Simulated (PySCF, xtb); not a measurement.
NbCl4, SMILES [Cl][Nb]([Cl])([Cl])[Cl] (connectivity only; charge and spin as stated), neutral, multiplicity 2.

Harmonic wavenumbers (cm⁻¹) from xtb with GFN2-xTB at its own minimum, in rising order: 81, 92, 98, 98, 131, 277, 292, 342, 342.

What does PBE-D3(BJ)/def2-SVP (PySCF) give at its own minimum? (Estimate from the structure and the level; the computed values follow.)

72, 86, 106, 106, 107, 371, 398, 426, 426. Paired by order, the mean absolute difference is 47 cm⁻¹ and the zero-point energies are 2.5 and 3.0 kcal/mol.
